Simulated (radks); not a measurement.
Values are calculated unless marked as measured or tabulated.
Question: Isoelectronic series with 20 electrons, each ion in its NIST ground configuration. Code: a radial shooting solver on a logarithmic mesh with Libxc functionals. Model: Dirac Kohn-Sham, PBE, spin-unpolarised, spherical densities, point nucleus; open shells fill j = l - 1/2 first. Total energies (hartree) and orbital eigenvalues (hartree) (* marks an orbital that is empty in some or all of the ions):

ion    configuration  E (hartree)     3d5/2*      3d3/2      3p3/2      3p1/2
Mn5+        [Ar] 3d2  -1151.75531   -3.02868   -3.03527   -4.87022   -4.92269
Ga11+       [Ar] 3d2  -1893.58238  -10.91713  -10.94767  -13.82534  -14.00006
Se14+       [Ar] 3d2  -2337.29099  -16.40702  -16.46087  -19.84720  -20.13121
Rb17+       [Ar] 3d2  -2830.27734  -22.91014  -22.99811  -26.89008  -27.32798
Zr20+       [Ar] 3d2  -3373.21735  -30.42125  -30.55699  -34.95365  -35.60121
Tc23+       [Ar] 3d2  -3966.87799  -38.93740  -39.13778  -44.03959  -44.96534
Pd26+       [Ar] 3d2  -4612.12169  -48.45698  -48.74240  -54.15089  -55.43786
In29+       [Ar] 3d2  -5309.91310  -58.97921  -59.37396  -65.29150  -67.03916

Estimate the row of Ni8+ ([Ar] 3d2).

Answer: E (hartree) -1498.56606; 3d5/2* -6.45044; 3d3/2 -6.46596; 3p3/2 -8.82859; 3p1/2 -8.92891.
